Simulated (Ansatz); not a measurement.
The inner images of a band of CH6BNSi (10 atoms, charge 0, multiplicity 1) are given out of order.

Level of theory: RKS PBE-D4/def2-SVP (Ansatz 0.2.0).

Initial state:

```xyz
10
Properties=species:S:1:pos:R:3
N -1.544 0.454 -1.048
B -0.385 0.169 -0.344
C 0.370 -1.051 0.282
Si 1.173 0.649 0.750
H -1.834 1.403 -1.285
H -2.188 -0.271 -1.380
H -0.125 -1.695 1.034
H 1.008 -1.650 -0.398
H 1.048 1.094 2.180
H 2.561 0.847 0.211
```

Final state:

```xyz
10
Properties=species:S:1:pos:R:3
N -1.548 0.455 -1.039
B -0.373 0.165 -0.364
C 0.366 -1.052 0.282
Si 1.177 0.649 0.739
H -2.208 -0.267 -1.343
H -1.831 1.404 -1.287
H -0.138 -1.711 1.015
H 1.032 -1.635 -0.386
H 1.026 1.132 2.154
H 2.581 0.810 0.231
```

Problem. Put them in order from the first end to the last, with their energies above the first end.
A.
```xyz
10
Properties=species:S:1:pos:R:3
N -1.511 0.408 -1.106
B -0.651 0.031 -0.063
C 0.295 -1.104 0.321
Si 1.022 0.664 0.790
H -1.407 0.093 -2.068
H -2.034 1.278 -1.056
H 0.155 -1.384 1.391
H 0.623 -1.980 -0.270
H 1.533 0.685 2.201
H 2.060 1.256 -0.138
```
B.
```xyz
10
Properties=species:S:1:pos:R:3
N -1.406 0.364 -1.237
B -0.571 0.077 -0.134
C 0.224 -1.117 0.404
Si 1.072 0.711 0.694
H -1.210 1.204 -1.778
H -2.405 0.173 -1.224
H 0.270 -1.419 1.464
H 0.486 -1.954 -0.273
H 1.375 0.677 2.165
H 2.248 1.234 -0.078
```
C.
```xyz
10
Properties=species:S:1:pos:R:3
N -1.476 0.465 -1.117
B -0.523 0.148 -0.158
C 0.302 -1.074 0.332
Si 1.135 0.652 0.744
H -1.635 1.423 -1.431
H -2.089 -0.220 -1.563
H 0.080 -1.505 1.329
H 0.648 -1.854 -0.373
H 1.289 0.782 2.231
H 2.354 1.133 0.009
```
D.
```xyz
10
Properties=species:S:1:pos:R:3
N -1.490 0.459 -1.105
B -0.525 0.142 -0.160
C 0.341 -1.067 0.292
Si 1.112 0.649 0.795
H -1.955 -0.242 -1.688
H -1.786 1.416 -1.298
H 0.028 -1.510 1.261
H 0.748 -1.841 -0.387
H 1.318 0.782 2.276
H 2.293 1.160 0.017
```
E.
```xyz
10
Properties=species:S:1:pos:R:3
N -1.531 0.216 -1.250
B -0.647 -0.013 -0.120
C 0.217 -1.132 0.376
Si 0.993 0.745 0.723
H -1.055 0.755 -1.988
H -2.313 0.823 -0.968
H 0.315 -1.325 1.462
H 0.486 -2.024 -0.223
H 1.497 0.653 2.139
H 2.122 1.251 -0.147
```

Solution. C (+2.4 kJ/mol), B (+59.1 kJ/mol), E (+106.5 kJ/mol), A (+45.1 kJ/mol), D (+1.1 kJ/mol).

The run took 12 min on 1 thread of Intel(R) Xeon(R) Processor @ 2.50GHz (Skylake/Cascade Lake), with other jobs on the host, peak memory 0.13 GiB.
